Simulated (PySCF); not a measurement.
Correlation energy of O²⁺ (oxygen, charge +2)

[He] 2s2 2p2, high-spin 3P determinant. All numbers are calculated (PySCF 2.14, the spin-free X2C one-electron Hamiltonian (Gaussian nucleus), in aug-cc-pVDZ-DK (4s3p2d, 23 functions)). Frozen: 1s2; 4 electrons correlated.

| level | correlation energy (mhartree) |
| --- | --- |
| CCSD | -78.97 |
| (T) | -0.66 |
| CCSD(T) | -79.63 |
| CCSDT | -79.79 |
| FCI | -79.81 |

Diagnostics: T1 = 0.0047, D1 = 0.0094, largest double amplitude 0.124, weight of the Hartree-Fock determinant in FCI 0.9685 (33880 determinants).

Cost of the coupled-cluster step: about 0.23 core-seconds, for 4 correlated electrons.

Iterations:

```
CC2 = 0
CCSD nocc = (np.int64(3), np.int64(1)), nmo = (22, 22)
frozen orbitals [[0], [0]]
max_cycle = 100
direct = 0
conv_tol = 1e-08
conv_tol_normt = 1e-06
diis_space = 8
diis_start_cycle = 0
Init t2, MP2 energy = -0.0563220380344166
Init E_corr(UCCSD) = -0.0563220380346706
cycle = 1  E_corr(UCCSD) = -0.0708282860493876  dE = -0.014506248  norm(t1,t2) = 0.0385398
cycle = 2  E_corr(UCCSD) = -0.0755383773042668  dE = -0.00471009125  norm(t1,t2) = 0.0170871
cycle = 3  E_corr(UCCSD) = -0.0790446706245783  dE = -0.00350629332  norm(t1,t2) = 0.00831259
cycle = 4  E_corr(UCCSD) = -0.0789616894532661  dE = 8.29811713e-05  norm(t1,t2) = 0.000841998
cycle = 5  E_corr(UCCSD) = -0.0789774698063644  dE = -1.57803531e-05  norm(t1,t2) = 0.000108006
cycle = 6  E_corr(UCCSD) = -0.078973584641616  dE = 3.88516475e-06  norm(t1,t2) = 1.45373e-05
cycle = 7  E_corr(UCCSD) = -0.07897516157017  dE = -1.57692855e-06  norm(t1,t2) = 3.46661e-06
cycle = 8  E_corr(UCCSD) = -0.078974780461953  dE = 3.81108217e-07  norm(t1,t2) = 9.60126e-07
cycle = 9  E_corr(UCCSD) = -0.0789747584365224  dE = 2.20254306e-08  norm(t1,t2) = 8.18614e-08
cycle = 10  E_corr(UCCSD) = -0.0789747653268459  dE = -6.89032352e-09  norm(t1,t2) = 1.70882e-08
UCCSD converged
E(UCCSD) = -73.21520385798972  E_corr = -0.07897476532684593
UCCSD(T) correction = -0.000657564365399387
```
